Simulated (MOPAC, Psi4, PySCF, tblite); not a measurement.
Approach curve of the dimer HF ··· HBr (SMILES F and Br), singlet. Monomers: optimised at B3LYP-D3(BJ) (def2-TZVP), held rigid. Orientation: a higher rigid-body minimum at GFN2-xTB. Only R, the distance of the centres of mass, is varied, so the lowest point isn't the relaxed dimer.

Geometry at R = 3.19 Å (first 2 atoms: monomer A):
```
4

F      0.4622     0.0000     0.0000
H     -0.4622     0.0000     0.0000
Br    -1.6767     0.6206     2.3434
H     -0.2771     0.7238     2.5897
```

GFN2-xTB (tblite); PM6, restricted, heats of formation (MOPAC); RHF/6-31G* = PySCF with restricted Hartree-Fock/6-31G*, spherical d, no counterpoise correction; SAPT0/jun-cc-pVDZ, frozen core (Psi4).

Interaction energies in kcal/mol; the last columns give the difference from SAPT0:

```csv
R / Å,GFN2-xTB,PM6,RHF/6-31G*,SAPT0/jun-cc-pVDZ,GFN2-xTB − SAPT0/jun-cc-pVDZ,PM6 − SAPT0/jun-cc-pVDZ,RHF/6-31G* − SAPT0/jun-cc-pVDZ
2.59,2.97,10.17,8.90,7.82,-4.85,2.35,1.08
2.80,-1.23,3.31,2.23,2.04,-3.28,1.27,0.18
3.03,-2.65,0.00,-0.87,-0.64,-2.01,0.64,-0.23
3.19,-2.80,-0.75,-1.70,-1.39,-1.41,0.64,-0.31
3.37,-2.65,-0.99,-1.98,-1.69,-0.96,0.70,-0.30
3.60,-2.28,-0.98,-1.87,-1.65,-0.63,0.67,-0.22
3.88,-1.80,-0.79,-1.49,-1.39,-0.40,0.60,-0.10
4.21,-1.34,-0.58,-1.07,-1.06,-0.28,0.48,-0.01
4.69,-0.88,-0.36,-0.66,-0.69,-0.19,0.34,0.03
5.41,-0.49,-0.19,-0.35,-0.37,-0.11,0.19,0.03
6.37,-0.24,-0.09,-0.17,-0.19,-0.06,0.09,0.01
7.73,-0.11,-0.04,-0.08,-0.08,-0.02,0.04,0.01
```

GFN2-xTB is furthest from SAPT0/jun-cc-pVDZ at 2.59 (-4.85 kcal/mol, below); its mean absolute difference over the points is 1.18 kcal/mol.

PM6 is furthest from SAPT0/jun-cc-pVDZ at 2.59 (2.35 kcal/mol, above); its mean absolute difference over the points is 0.67 kcal/mol.

RHF/6-31G* is furthest from SAPT0/jun-cc-pVDZ at 2.59 (1.08 kcal/mol, above); its mean absolute difference over the points is 0.21 kcal/mol.
